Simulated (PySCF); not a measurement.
C4H2BrCl, SMILES C(/Cl)(Br)=C\C#C.

Geometry: r2SCAN-D4/def2-SVP. The structure was generated by enumeration; whether it is a known compound was not checked.

The numbers are results of M06-2X/def2-TZVP in PySCF, not measurements.

Isolated molecule, no solvent.

Computed frontier levels, gap, dipole moment and polarisability:
The highest occupied level is -8.14 eV, the lowest empty level is -0.80 eV and the orbital gap is 7.34 eV. The dipole moment comes out as 0.97 D, the quadrupole, principal values (traceless, Buckingham form, about the centre of nuclear charge) is -6.77, 0.41, 6.36 D·Å and the mean static polarisability comes out as 81.0 bohr³ (12.00 Å³). The polarisability, principal values is 45.5, 77.6, 119.8 bohr³.
